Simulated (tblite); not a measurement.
Cl₂Si, charge +1, doublet, geometry from GFN2-xTB (a state made from the parent by changing its charge; the spin is typed, not shown lowest); GFN1-xTB with ALPB(water) (tblite).

The tblite input:
```
$ tblite run mol.xyz --method gfn1 --charge 1 --spin 1 --alpb water --json tblite.json --no-restart

# file mol.xyz
3

Si     0.00086741     0.00347676     0.52936202
Cl     1.15075110     1.37504091    -0.22889922
Cl    -1.15146543    -1.37790412    -0.20704597
```

It wrote (shortened):

```
xTB calculator
 | screened Coulomb repulsion
 | Coulomb electrostatics
 |  * isotropic Klopman-Ohno-Mataga-Nishimoto electrostatics
 |  * onsite third-order electrostatics
 | DFT-D3(BJ) dispersion correction
 | Interactions (3)
 | [1] alpb/gbsa reaction field model
 | [2] cds contribution to solvation
 | [3] empirical free energy shift and standard state/solvent correction

halogen bonding energy    0.0000000000000E+00 Eh
repulsion energy          4.6388603837817E-02 Eh
dispersion energy        -1.1443310448654E-03 Eh
interaction energy       -6.7853483702714E-04 Eh
number of electrons       1.7000000000000E+01 e
integral cutoff           2.8146159136829E+01 bohr

------------------------------------------------------------
  cycle        total energy    energy error   density error
------------------------------------------------------------
      1     -10.02171932231  -1.0066285E+01   4.6416633E-01
      2     -10.02515406245  -3.4347401E-03   2.5275348E-01
      3     -10.02497559511   1.7846733E-04   4.7960744E-02
      4     -10.02666246460  -1.6868695E-03   2.2840073E-02
      5     -10.02664276542   1.9699180E-05   8.3656955E-03
      6     -10.02672771898  -8.4953563E-05   2.3518636E-04
      7     -10.02672777788  -5.8895049E-08   6.3487818E-05
      8     -10.02672778126  -3.3848622E-09   3.6043807E-06
------------------------------------------------------------

electronic energy        -1.0071293519220E+01 Eh
total energy             -1.0026727781264E+01 Eh

Post processing:
 | Mayer-Wiberg bond orders

[Info] JSON dump of results written to 'tblite.json'
```
